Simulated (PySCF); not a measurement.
Predicted spectroscopic data

All values are calculated (PySCF): PBE0/pcSseg-1 with gauge-including orbitals, geometry from GFN2-xTB. A single conformation, averaged over atoms made equivalent by symmetry, fast rotation or ring inversion, no solvent, non-relativistic.

Referencing at the same level of theory: TMS for ¹H and ¹³C. Splittings of carbon signals by F and P are missing where no couplings were computed. Where no couplings were computed, multiplicities follow the n + 1 count of equivalent neighbours, and m marks all less simple cases (inequivalent or close neighbours, rings, F or P nearby). Shifts are as computed. Against solution values, carbons near 30 ppm lie about +3 ppm off and those near 130 ppm about +5 ppm. Of 1309 compounds with measured shifts, 239 miss one by over three times the rms of a fit or turn the order of signals round; such compounds aren't used in these exercises. OH and NH positions are gas-phase values without hydrogen bonding to other molecules.

**1.** `InChI=1S/C6H11FO2Si/c1-5(2)9-10-6(7)3-4-8/h3-5H,10H2,1-2H3/b6-3+`. ¹H NMR (500 MHz, computed): δ 10.53 (m, 1H), 6.14 (m, 1H), 5.21 (m, 2H), 4.42 (sept, 1H), 1.37 (d, 6H). ¹³C{¹H} NMR (computed): δ 193.6, 190.3, 131.0, 70.5, 27.3.

**2.** `C=C[C@@H](C)NC`, C5H11N. ¹H NMR (500 MHz, computed): δ 6.03 (m, 1H), 5.53 (m, 1H), 5.33 (m, 1H), 3.04 (m, 1H), 2.56 (s, 3H), 1.19 (d, 3H), 0.17 (br s, 1H). ¹³C{¹H} NMR (computed): δ 156.2 (CH), 121.6 (CH2), 65.5 (CH), 38.3 (CH3), 26.1 (CH3).
